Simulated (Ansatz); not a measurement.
Species: sum formula H6SiN3O, net charge 0, doublet state. It need not be the lowest isomer of its formula. SMILES: [NH][Si](N)(N)O
Geometry from a B3LYP-D3(BJ)/def2-TZVP (Ansatz, a program for electronic structure) optimisation:
```
Si
O 1 1.6512
H 2 0.9600 1 116.48
N 1 1.7012 2 113.09 3 -48.31
H 4 1.0054 1 124.51 2 -58.29
H 4 1.0055 5 113.64 1 168.83
N 1 1.7108 2 102.35 3 -170.49
H 7 1.0065 1 121.13 2 173.20
H 7 1.0074 8 112.46 1 -155.63
N 1 1.7425 2 114.88 3 69.20
H 10 1.0216 1 113.66 2 40.81
```
Charge 0, spin multiplicity 2.

Quantity: atomisation energy (electronic, to ground-state atoms), in kJ/mol. Correlated levels leave the core frozen unless marked. UHF or UKS for open shells. Spin-orbit coupling is left out. No relativistic terms. The coupled-cluster limit lacks core correlation, which all-electron functionals hold. CBS marks a two-point X^-3 extrapolation of the correlation energy; Hartree-Fock from the larger set.

| level | program | atomisation energy (kJ/mol) |
|---|---|---|
| PBE-D3(BJ)/def2-TZVPD | Ansatz + dftd3 | 4036.8 |
| PBE0/def2-SVP | Ansatz | ___ |
| PBE0-D4/def2-TZVPD | Ansatz + dftd4 | 3924.8 |
| LC-wPBE-D3(BJ)/def2-TZVPD | Ansatz + dftd3 | 3947.8 |
| PBE-QIDH/def2-TZVPD | Ansatz | 3857.1 |
| SCS-MP2/cc-pV(T+d)Z | Ansatz | 3873.4 |
| CCSD(T)/CBS(cc-pV(T+d)Z,cc-pV(Q+d)Z) | Ansatz | 3956.3 |

Task: Some entries are withheld; supply them.

Result: 
- PBE0/def2-SVP, atomisation energy (kJ/mol): 3837.6
